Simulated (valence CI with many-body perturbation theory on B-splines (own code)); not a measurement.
E1 transitions of Xe41+

Level of theory: relativistic CI+MBPT: three valence electrons over a frozen Dirac-Fock core [Ne], radial functions for each j: 11 s, 11 p, 9 d, 7 f, 5 g, 2 h, 1 i, with the one-electron correlation potential Σ1 (screened to all orders), the two-electron term Σ2, the three-electron term Σ3, Breit, model QED; selected single and double excitations, second order for the rest (own B-spline code, finite nucleus).

No measured spectrum was set against this ion. As an estimate, large intervals hold to a few tenths of a per cent, small ones and those within an open d or f shell to about a per cent.

Lines 201 to 250 of 282 in falling wavelength, among levels below 594.65 eV, chosen from the strongest by gf and those to the six lowest levels. Wavelengths and rates use the calculated energies. Electric multipoles are in the length gauge, E1 and E2 with the static RPA response of the core. Weak lines are less certain than strong ones. Lines between different terms over intervals too small for the method are left out, as are lines whose strength nearly cancels. The highest levels of a list are the least certain.

Levels are named by their leading jj configuration (3d3/2^4 stands for four electrons in 3d with j = 3/2), which in mixed levels can hold well under half, so a name can repeat and another be missing. Letters in brackets count levels of one name in rising energy.

```tsv
λ vac (nm)	Upper	Lower	A (s⁻¹)	S (a.u.) with core polarisation	S without
5.216	(3s^2 3d3/2) J=3/2	(3s^2 3p1/2) J=1/2	4.35e+11	1.22e-01	1.24e-01
5.214	(3s 3p3/2 3d3/2) J=1/2 [a]	(3s 3p1/2 3p3/2) J=3/2 [a]	2.24e+11	3.14e-02	3.20e-02
5.213	(3s 3p3/2 3d3/2) J=1/2 [b]	(3s 3p1/2 3p3/2) J=1/2	2.21e+11	3.08e-02	3.15e-02
5.202	(3s 3d3/2 3d5/2) J=5/2 [a]	(3s 3p1/2 3d5/2) J=5/2 [a]	1.77e+11	7.40e-02	7.54e-02
5.191	(3s 3p3/2 3d3/2) J=3/2 [b]	(3s 3p1/2 3p3/2) J=3/2 [b]	1.25e+11	3.46e-02	3.53e-02
5.167	(3s 3d3/2 3d5/2) J=5/2 [a]	(3s 3p1/2 3d3/2) J=3/2 [b]	3.42e+10	1.40e-02	1.42e-02
5.141	(3s 3d3/2^2) J=5/2	(3s 3p1/2 3d3/2) J=5/2	2.16e+11	8.69e-02	8.86e-02
5.140	(3s 3d3/2 3d5/2) J=3/2 [a]	(3s 3p1/2 3d5/2) J=5/2 [a]	2.01e+11	5.39e-02	5.49e-02
5.117	(3s 3d3/2^2) J=3/2	(3s 3p1/2 3d3/2) J=3/2 [a]	1.69e+11	4.47e-02	4.56e-02
5.110	(3s 3p3/2 3d5/2) J=3/2 [a]	(3s 3p1/2 3p3/2) J=5/2	1.63e+08	4.31e-05	4.38e-05
5.078	(3s 3p3/2 3d3/2) J=5/2 [b]	(3s 3p1/2 3p3/2) J=3/2 [b]	1.46e+11	5.68e-02	5.79e-02
5.040	(3s 3p3/2 3d3/2) J=1/2 [b]	(3s 3p1/2 3p3/2) J=3/2 [b]	4.04e+07	5.10e-06	5.18e-06
5.026	(3s 3p3/2 3d5/2) J=5/2 [a]	(3s 3p1/2 3p3/2) J=5/2	1.40e+10	5.26e-03	5.37e-03
5.022	(3p1/2 3p3/2 3d5/2) J=3/2 [b]	(3s 3p1/2 3d3/2) J=3/2 [a]	6.93e+10	1.73e-02	1.77e-02
4.981	(3s 3d5/2^2) J=9/2	(3s 3p1/2 3d5/2) J=7/2	4.32e+10	2.64e-02	2.69e-02
4.942	(3s 3p1/2 3d5/2) J=3/2	(3s 3p1/2^2) J=1/2	8.06e+10	1.92e-02	1.96e-02
4.885	(3s 3p3/2 3d5/2) J=3/2 [a]	(3s 3p1/2 3p3/2) J=3/2 [a]	8.91e+07	2.05e-05	2.10e-05
4.876	(3s 3p3/2 3d3/2) J=3/2 [b]	(3s 3p1/2 3p3/2) J=5/2	2.20e+08	5.03e-05	5.13e-05
4.872	(3p1/2 3p3/2 3d5/2) J=5/2 [b]	(3p1/2^2 3p3/2) J=3/2	2.69e+10	9.21e-03	9.39e-03
4.841	(3s 3p3/2 3d5/2) J=7/2 [a]	(3s 3p1/2 3p3/2) J=5/2	5.71e+10	2.56e-02	2.61e-02
4.809	(3s 3p3/2 3d5/2) J=5/2 [a]	(3s 3p1/2 3p3/2) J=3/2 [a]	1.26e+09	4.13e-04	4.21e-04
4.796	(3s 3d3/2 3d5/2) J=5/2 [a]	(3s 3p1/2 3d3/2) J=5/2	3.45e+10	1.13e-02	1.15e-02
4.776	(3s 3p3/2 3d3/2) J=5/2 [b]	(3s 3p1/2 3p3/2) J=5/2	8.24e+09	2.66e-03	2.71e-03
4.775	(3s 3p3/2 3d5/2) J=1/2	(3s 3p1/2 3p3/2) J=3/2 [b]	2.02e+10	2.17e-03	2.22e-03
4.672	(3s 3p3/2 3d5/2) J=3/2 [b]	(3s 3p1/2 3p3/2) J=3/2 [b]	8.20e+07	1.65e-05	1.68e-05
4.671	(3s 3p3/2 3d3/2) J=3/2 [b]	(3s 3p1/2 3p3/2) J=3/2 [a]	6.75e+09	1.36e-03	1.39e-03
4.640	(3s 3p3/2 3d5/2) J=5/2 [b]	(3s 3p1/2 3p3/2) J=3/2 [b]	5.28e+09	1.56e-03	1.60e-03
4.638	(3s 3p3/2 3d5/2) J=7/2 [b]	(3s 3p1/2 3p3/2) J=5/2	6.92e+08	2.72e-04	2.76e-04
4.579	(3s 3p3/2 3d3/2) J=5/2 [b]	(3s 3p1/2 3p3/2) J=3/2 [a]	2.54e+06	7.21e-07	7.23e-07
4.548	(3s 3p3/2 3d3/2) J=1/2 [b]	(3s 3p1/2 3p3/2) J=3/2 [a]	1.16e+06	1.08e-07	1.10e-07
4.415	(3s 3p3/2 3d5/2) J=3/2 [b]	(3s 3p1/2 3p3/2) J=5/2	5.17e+09	8.78e-04	8.96e-04
4.387	(3s 3p3/2 3d5/2) J=5/2 [b]	(3s 3p1/2 3p3/2) J=5/2	6.85e+09	1.71e-03	1.75e-03
4.370	(3p1/2 3p3/2^2) J=3/2	(3s 3p1/2^2) J=1/2	1.49e+10	2.45e-03	2.50e-03
4.361	(3s 3p3/2^2) J=1/2	(3s^2 3p1/2) J=1/2	4.30e+09	3.52e-04	3.59e-04
4.332	(3s 3p3/2 3d5/2) J=1/2	(3s 3p1/2 3p3/2) J=3/2 [a]	6.67e+08	5.35e-05	5.46e-05
4.317	(3p1/2 3p3/2^2) J=1/2	(3s 3p1/2^2) J=1/2	2.68e+09	2.13e-04	2.17e-04
4.286	(3s 3p3/2^2) J=3/2	(3s^2 3p1/2) J=1/2	6.83e+07	1.06e-05	1.08e-05
4.257	(3p3/2^3) J=3/2	(3s 3p1/2 3p3/2) J=3/2 [b]	7.43e+08	1.13e-04	1.15e-04
4.246	(3s 3p3/2 3d5/2) J=3/2 [b]	(3s 3p1/2 3p3/2) J=3/2 [a]	9.97e+08	1.51e-04	1.54e-04
4.220	(3s 3p3/2 3d5/2) J=5/2 [b]	(3s 3p1/2 3p3/2) J=3/2 [a]	4.06e+09	9.05e-04	9.23e-04
4.104	(3s 3p3/2 3d3/2) J=3/2 [a]	(3s 3p1/2^2) J=1/2	1.19e+09	1.63e-04	1.66e-04
4.093	(3s 3p3/2 3d3/2) J=1/2 [a]	(3s 3p1/2^2) J=1/2	2.99e+08	2.03e-05	2.07e-05
4.043	(3p3/2^3) J=3/2	(3s 3p1/2 3p3/2) J=5/2	1.71e+09	2.23e-04	2.27e-04
3.901	(3p3/2^3) J=3/2	(3s 3p1/2 3p3/2) J=3/2 [a]	1.20e+08	1.41e-05	1.44e-05
3.887	(3s 3p3/2 3d5/2) J=3/2 [a]	(3s 3p1/2^2) J=1/2	1.03e+09	1.20e-04	1.22e-04
3.750	(3s 3p3/2 3d3/2) J=3/2 [b]	(3s 3p1/2^2) J=1/2	1.45e+08	1.51e-05	1.55e-05
3.671	(3s 3p3/2 3d3/2) J=1/2 [b]	(3s 3p1/2^2) J=1/2	5.00e+08	2.44e-05	2.49e-05
3.529	(3s 3p3/2 3d5/2) J=1/2	(3s 3p1/2^2) J=1/2	2.29e+09	9.93e-05	1.01e-04
3.492	(3p1/2^2 3d3/2) J=3/2	(3s^2 3p3/2) J=3/2	4.24e+07	3.56e-06	3.64e-06
3.472	(3s 3p3/2 3d5/2) J=3/2 [b]	(3s 3p1/2^2) J=1/2	5.30e+08	4.38e-05	4.48e-05
```
